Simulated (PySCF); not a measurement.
# SnCl₃⁻, singlet: molecular constants

Method: PySCF, PBE, basis Sn def2-SVPD with ECP28, Cl def2-SVPD (scalar-relativistic core potentials, no spin–orbit coupling, density fitting).

The structure is a minimum.

```json
{
 "Point group": "C3v",
 "Bond lengths": "Sn–Cl 2.545 Å (×3)",
 "Bond angles": "Cl–Sn–Cl 99.1° (×3)",
 "Rotational symmetry number": "3",
 "Heat capacity Cp at 298.15 K": "79.7 J/(mol K)",
 "Lowest empty level": "2.12 eV",
 "Rotational constants": "0.04887, 0.04887, 0.03215 cm⁻¹",
 "Principal quadrupole moments (Buckingham, traceless) about the centre of mass": "-6.89, -6.89, 13.77 D Å",
 "Zero-point energy": "6.3 kJ/mol",
 "Enthalpy at 298.15 K above 0 K": "19.60 kJ/mol",
 "Principal polarisabilities": "97.8, 118.3, 118.3 bohr³",
 "Dipole moment about the centre of mass": "4.09 D",
 "Highest occupied level": "-2.07 eV",
 "Entropy at 298.15 K and 1 bar": "358.0 J/(mol K)"
}
```

Harmonic modes (masses in u: Sn 119.902, Cl 34.969):
```tsv
symmetry	ω (cm⁻¹)	IR (km/mol, summed over degenerate members)	μ (u)
e	81	1.2	37.21
a1	98	3.1	42.47
e	254	199	43.23
a1	278	35.2	41.33
```

In C3v the vibrations span 2e + 2a1.

Charges (e); Mulliken and Löwdin values are unreliable with diffuse functions:
```json
{"atom": "Sn1", "Mulliken": "1.04", "Löwdin": "0.40", "polar tensor": "1.27", "Mayer order to Sn1": "–"}
{"atom": "Cl2,3,4", "Mulliken": "-0.68", "Löwdin": "-0.47", "polar tensor": "-0.76", "Mayer order to Sn1": "0.61"}
```

Mulliken populations on Sn1 (electrons outside its core potential): s 3.72, p 7.13, d 10.12.

Outer orbital energies (eV). occupied: -4.31, -3.53, -3.16, -3.16, -2.89, -2.89, -2.79, -2.07; empty: 2.12, 2.36, 2.36, 3.35.

Counting electrons, tin keeps 2 of its valence electrons outside its bonds, so the VSEPR class is AX3E1 and the expected shape is trigonal pyramidal (C3v), as computed.

Only a few start shapes were tried, so a lower isomer may exist. The lowest empty level of this anion is unbound, so it and the gap depend on the basis.

The final relaxation and frequency run took 52 s on 2 threads of a shared Intel Xeon Platinum 8488C (Sapphire Rapids) host, with 113 basis functions and 10 gradients; the process peaked at 1.1 GiB.
